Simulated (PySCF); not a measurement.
SMILES C=Cc1ccc(O)s1 (GFN2-xTB optimised geometry):

```
14

C     -2.304    -2.077     0.007
C     -0.975    -2.137     0.000
C     -0.094    -1.005     0.000
C      1.273    -1.005     0.000
C      1.855     0.278     0.000
C      0.921     1.269     0.000
O      1.167     2.594    -0.001
S     -0.699     0.637     0.000
H     -2.911    -2.965     0.008
H     -2.823    -1.133     0.015
H     -0.469    -3.095    -0.006
H      1.852    -1.911     0.000
H      2.911     0.471     0.000
H      0.344     3.095    -0.002
```

Level of theory: B3LYP/def2-TZVP (PySCF).

Problem. What are the frontier orbital energies and the dipole moment?

Solution. HOMO-2 -8.00 eV, HOMO-1 -7.17 eV, HOMO -5.59 eV, LUMO -1.18 eV, LUMO+1 -0.46 eV; dipole moment 0.61 D.

Meta-Löwdin charges at B3LYP/def2-TZVP: C1 -0.29, C2 -0.10, C3 -0.12, C4 -0.13, C5 -0.21, C6 0.11, O7 -0.44, S8 0.21, H9 0.12, H10 0.11, H11 0.12, H12 0.13, H13 0.13, H14 0.36.
